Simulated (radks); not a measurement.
Yb0.625+, 69.375 electrons, occupied as [Kr] 4d10 4f14 5s2 5p(up 3, down 2.375) 6s2 (fractional occupations, a model configuration).

Calculated with a radial shooting solver on a logarithmic mesh with Libxc functionals: scalar-relativistic Kohn-Sham, r2SCAN, spin-polarised, spherical densities, finite nucleus; meta-GGA in the generalised Kohn-Sham scheme; Fermi nuclear charge, rms radius 5.3108 fm.

Energy parts (hartree):
| part | energy |
|---|---|
| total | -14058.8714 |
| kinetic | 15318.0132 |
| electron-nucleus | -34587.9184 |
| Hartree | 5504.0296 |
| exchange-correlation | -292.9959 |

Orbitals (lengths in bohr, moments of r in powers of bohr; r(max) is where P^2 peaks; r(90%) holds 90 % of the orbital's charge):
orbital,occ.,eigenvalue (hartree),<r^2>,r(90%),r(max),<1/r>
1s up,1,-2253.480,0.0005301,0.0357,0.01237,80.62
1s down,1,-2253.478,0.0005301,0.0357,0.01237,80.62
2s up,1,-382.9065,0.008209,0.129,0.07055,18.81
2s down,1,-382.9059,0.008209,0.129,0.07055,18.81
2p up,3,-337.4020,0.006716,0.121,0.05756,17.26
2p down,3,-337.4003,0.006716,0.121,0.05756,17.26
3s up,1,-86.83926,0.05356,0.317,0.1992,6.962
3s down,1,-86.83902,0.05356,0.317,0.1992,6.962
3p up,3,-73.05366,0.05411,0.323,0.1964,6.474
3p down,3,-73.05296,0.05411,0.323,0.1964,6.474
3d up,5,-56.25027,0.04511,0.305,0.1604,6.122
3d down,5,-56.24924,0.04511,0.305,0.1604,6.122
4s up,1,-17.48147,0.2691,0.701,0.4553,2.929
4s down,1,-17.47940,0.2691,0.701,0.4553,2.928
4p up,3,-12.93828,0.3058,0.754,0.4764,2.674
4p down,3,-12.93631,0.3057,0.754,0.4764,2.674
4d up,5,-6.92967,0.3652,0.843,0.4914,2.362
4d down,5,-6.92692,0.3648,0.843,0.4914,2.363
5s up,1,-2.36146,1.634,1.74,1.072,1.098
5s down,1,-2.32849,1.632,1.74,1.070,1.100
5p up,3,-1.31585,2.312,2.10,1.226,0.9136
5p down,2.375,-1.28423,2.327,2.11,1.225,0.9121
4f up,7,-0.38217,0.8170,1.35,0.4850,1.740
4f down,7,-0.37435,0.8095,1.34,0.4848,1.745
6s up,1,-0.30137,14.04,5.14,3.070,0.3532
6s down,1,-0.30051,14.13,5.16,3.078,0.3514

The highest occupied level is 6s down at -8.177 eV. Summed over all electrons, <r^2> = 62.24 bohr^2, which gives a Langevin (diamagnetic) susceptibility term of -49.3 x 10^-6 cm^3/mol.
